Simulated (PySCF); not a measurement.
Indium: a sound run and one with changed settings

Sound run: In⁺ [Kr] 4d10 5s2, In²⁺ [Kr] 4d10 5s1. Calculation: PySCF 2.14, in x2c-TZVPall; scalar relativity by spin-free X2C-1e. In the sound run the correlated levels freeze [Kr] 4d10. The sound run starts from symmetry-adapted Hartree-Fock orbitals and uses a fine grid where one is needed.

Changed run: basis STO-3G, all-electron and non-relativistic. This setting is unsound on purpose.

| species | method | sound run (hartree) | changed run (hartree) | converged |
| --- | --- | --- | --- | --- |
| In⁺ | UHF | -5878.04944 | -5682.72828 | yes |
| In⁺ | r2SCAN | -5880.71168 | -5684.80467 | yes |
| In⁺ | PBE0 | -5880.36450 | -5684.36627 | yes |
| In⁺ | MP2 | -5878.07228 | -5682.75037 | yes |
| In²⁺ | UHF | -5877.42342 | -5682.23005 | yes |
| In²⁺ | r2SCAN | -5880.02431 | -5684.26445 | yes |
| In²⁺ | PBE0 | -5879.67811 | -5683.81633 | yes |

Ionisation energy of In⁺:

```
 method  sound run (eV)  changed run (eV)
    UHF          17.035            13.558
 r2SCAN          18.704            14.700
   PBE0          18.678            14.965
    MP2          17.656            14.159
SCS-MP2          17.781            14.279
```

A minimal basis cannot let orbitals breathe on ionisation and holds almost no correlation. The Hamiltonian changed with the basis, so the totals do not compare.

For comparison, NIST gives 18.870 eV between the lowest levels.
